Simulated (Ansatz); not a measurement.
`C[O][Zr]1234([Cl])([N](C)C)[C@H]5[C@@H]1[C@@H]2[C@@H]3[C@H]54`. The species carries charge 0 and has multiplicity 1. Zr: def2 effective core potential. All single points use the PBE0-D4/def2-TZVP geometry. It is one conformer, not always the lowest.

```xyz
26

C     0.168    0.584   -3.244
O     0.382    0.733   -1.880
Zr    0.735    0.205   -0.076
Cl    2.913    1.031    0.549
N    -0.559    1.347    0.994
C    -1.642    2.143    0.472
C    -0.550    1.307    2.433
C    -0.400   -2.008   -0.498
C    -0.402   -1.817    0.902
C     0.935   -1.874    1.346
C     1.761   -2.120    0.224
C     0.937   -2.211   -0.910
H    -0.675    1.206   -3.565
H    -0.057   -0.459   -3.498
H     1.056    0.893   -3.806
H    -1.580    3.179    0.833
H    -2.623    1.749    0.780
H    -1.612    2.166   -0.619
H    -0.444    2.316    2.857
H     0.292    0.718    2.808
H    -1.476    0.871    2.842
H    -1.269   -2.003   -1.139
H    -1.271   -1.640    1.517
H     1.276   -1.751    2.364
H     2.838   -2.193    0.239
H     1.269   -2.373   -1.926
```

(1) What is the dipole moment at r2SCAN/def2-TZVPP? (Estimate.)

(2) And with PBE, B3LYP, ωB97M-V? (Best estimate.)

(3) Give the Mulliken charges with r2SCAN, PBE, ωB97M-V in def2-TZVPP. (An estimate is asked.)

Results:

(1) Ansatz gave: 3.60 D, with components (-3.18, -1.28, -1.11) D in this frame, pointing from negative to positive charge.

(2) The calculation gave: PBE 3.52 D, B3LYP 3.59 D, ωB97M-V 3.61 D.

(3) Ansatz gave: 
| atom | r2SCAN | PBE | ωB97M-V |
| --- | --- | --- | --- |
| C1 | 0.00 | -0.15 | -0.19 |
| O2 | -0.45 | -0.37 | -0.42 |
| Zr3 | 0.88 | 0.69 | 0.73 |
| Cl4 | -0.36 | -0.33 | -0.30 |
| N5 | -0.34 | -0.26 | -0.33 |
| C6 | -0.04 | -0.18 | -0.23 |
| C7 | -0.05 | -0.17 | -0.25 |
| C8 | -0.11 | -0.12 | -0.13 |
| C9 | -0.12 | -0.12 | -0.12 |
| C10 | -0.15 | -0.15 | -0.16 |
| C11 | -0.09 | -0.11 | -0.13 |
| C12 | -0.16 | -0.16 | -0.16 |
| H13 | 0.06 | 0.10 | 0.12 |
| H14 | 0.04 | 0.08 | 0.10 |
| H15 | 0.07 | 0.11 | 0.13 |
| H16 | 0.05 | 0.09 | 0.12 |
| H17 | 0.04 | 0.07 | 0.11 |
| H18 | 0.04 | 0.08 | 0.10 |
| H19 | 0.06 | 0.09 | 0.13 |
| H20 | 0.05 | 0.09 | 0.11 |
| H21 | 0.04 | 0.07 | 0.11 |
| H22 | 0.11 | 0.12 | 0.13 |
| H23 | 0.11 | 0.13 | 0.13 |
| H24 | 0.12 | 0.14 | 0.14 |
| H25 | 0.12 | 0.14 | 0.15 |
| H26 | 0.11 | 0.12 | 0.13 |

B3LYP here is the variant with VWN-RPA as its local correlation; programs differ in this.
